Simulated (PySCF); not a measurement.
Species: C₂H₆ClFSi₂.
Z-matrix (Å and degrees, PBE0-D3(BJ)/def2-SVP geometry), rows numbered from 1:
```
F 
Si  1  1.6201
Cl  2  2.0618  1  106.38
C   2  1.8306  1  110.39  3   120.78
C   4  1.5477  2  119.18  1   159.68
Si  5  1.8530  4   66.08  2  -111.78
H   2  1.4843  1  108.19  3  -116.16
H   4  1.0980  2  113.71  1   -58.87
H   5  1.0970  4  116.90  6   111.46
H   5  1.0949  4  115.97  6  -112.78
H   6  1.4816  4  117.73  5   106.63
H   6  1.4831  4  118.41  5  -105.15
```

Level of theory: PBE0-D3(BJ)/def2-SVP geometry optimisation, gas phase in PySCF 2.14.0.

Masses are those of the commonest isotopes; rigid-rotor values at the optimised geometry. The values belong to one conformer with, in the numbering `[F:1][Si@@H:2]([Cl:3])[C@@H:4]1[CH2:5][SiH2:6]1`, F1–Si2–C4–C5 160°.

Task: Give the principal moments of inertia and the rotational constants in MHz.

Result: Ia = 145.58, Ib = 481.42, Ic = 591.73 u·Å²; 505379 MHz·u·Å²/I gives A = 3471, B = 1050, C = 854.1 MHz.

Task: What kind of rotor is it?

Result: An asymmetric top. Ray's parameter κ = (2B − A − C)/(A − C) = -0.850; −1 is the prolate and +1 the oblate limit.

Task: What does the inertial defect say?

Result: Not planar: Δ = Ic − Ia − Ib = -35.27 u·Å². For a rigid frame Δ = −2 Σ m c², so Σ m c² = 17.64 u·Å² lies off the ab plane: 10.08 from hydrogen and 7.56 from heavier atoms. The atom farthest from that plane is 1.79 Å away.

Task: Give the coordinates in the principal-axis frame, origin at the centre of mass.

Result: The sense of each axis is arbitrary; atoms in the order of the calculation.
```json
{"atom": "F1", "mass (u)": "18.998", "a (Å)": "-0.950", "b (Å)": "-1.864", "c (Å)": "0.200"}
{"atom": "Si2", "mass (u)": "27.977", "a (Å)": "-0.593", "b (Å)": "-0.372", "c (Å)": "-0.323"}
{"atom": "Cl3", "mass (u)": "34.969", "a (Å)": "-2.255", "b (Å)": "0.789", "c (Å)": "0.054"}
{"atom": "C4", "mass (u)": "12.000", "a (Å)": "0.880", "b (Å)": "0.275", "c (Å)": "0.550"}
{"atom": "C5", "mass (u)": "12.000", "a (Å)": "1.682", "b (Å)": "1.437", "c (Å)": "-0.083"}
{"atom": "Si6", "mass (u)": "27.977", "a (Å)": "2.596", "b (Å)": "-0.175", "c (Å)": "-0.047"}
{"atom": "H7", "mass (u)": "1.008", "a (Å)": "-0.391", "b (Å)": "-0.433", "c (Å)": "-1.793"}
{"atom": "H8", "mass (u)": "1.008", "a (Å)": "0.760", "b (Å)": "0.323", "c (Å)": "1.640"}
{"atom": "H9", "mass (u)": "1.008", "a (Å)": "1.325", "b (Å)": "1.820", "c (Å)": "-1.047"}
{"atom": "H10", "mass (u)": "1.008", "a (Å)": "1.976", "b (Å)": "2.243", "c (Å)": "0.597"}
{"atom": "H11", "mass (u)": "1.008", "a (Å)": "3.643", "b (Å)": "-0.404", "c (Å)": "0.976"}
{"atom": "H12", "mass (u)": "1.008", "a (Å)": "2.724", "b (Å)": "-0.958", "c (Å)": "-1.300"}
```

Task: Which types of transition are allowed, and where do some lines up to J = 2 fall?

Result: The dipole components are |μa| = 2.74 D, |μb| = 0.86 D, |μc| = 0.13 D. The squared components, which scale the intensities, stand as 1.00 : 0.10 : 0.00 (a : b : c). Some of the stronger lines:

```
type  branch         J(Ka,Kc)    MHz  lower level (cm⁻¹)
   a       Q  2(1,1) ← 2(1,2)    587               0.265
   a       R  1(0,1) ← 0(0,0)   1904               0.000
   c       Q  2(1,2) ← 2(0,2)   2237               0.190
   b       Q  1(1,0) ← 1(0,1)   2617               0.064
   a       R  2(1,2) ← 1(1,1)   3612               0.144
   a       R  2(0,2) ← 1(0,1)   3796               0.064
   a       R  2(1,1) ← 1(1,0)   4003               0.151
   c       R  1(1,0) ← 0(0,0)   4521               0.000
   c       Q  2(2,1) ← 2(1,1)   7265               0.284
   c       R  2(2,0) ← 1(1,0)  11280               0.151
   b       R  2(2,0) ← 1(1,1)  11475               0.144
```

Task: Estimate the classical rotational partition function at 10 K, 100 K and 500 K.

Result: Point group C1, symmetry number σ = 1; q = (√π/σ)·√((kT/h)³/(ABC)), k/h = 20836.6 MHz/K: 3020 at 10 K, 95600 at 100 K, 1070000 at 500 K.

Stationary, but not proved a minimum. Zero-point vibration and centrifugal distortion are left out. Quadrupole hyperfine structure (35Cl) is left out.

On Arm Neoverse V1, one thread, on a shared host, this took 1.9 min wall and 0.53 GiB of memory at its peak. These figures are those of the optimisation.
